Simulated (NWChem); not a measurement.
Plane-wave run on Si (space group Fd-3m)

```
CELL_PARAMETERS angstrom
      0.00000     2.71500     2.71500
      2.71500     0.00000     2.71500
      2.71500     2.71500     0.00000
ATOMIC_POSITIONS crystal
  Si 0.00000 0.00000 0.00000
  Si 0.25000 0.25000 0.25000
```

The numbers come from NWChem runs, not from measurements. Origin of the cell: lattice from a package's table, not relaxed.

Norm-conserving pseudopotentials with valence charges Si 4, fixed occupations, no spin-orbit coupling, density cut at twice the wavefunction cutoff.

Level: LDA (Vosko), HGH, cutoff 15 Ha, density from a 4×4×4 mesh. Bands run along Γ–X–U|K–Γ–L–W–X with k in units of the cell's reciprocal vectors.

**Question.** What gap does the band structure show, and how wide is the group of occupied bands?

**Answer.** It shows an indirect gap along this path of 0.50 eV from Γ to (0.43, 0.00, 0.43) (smallest direct gap on this path 2.55 eV). The 4 occupied bands reach 12.0 eV below the valence-band top.
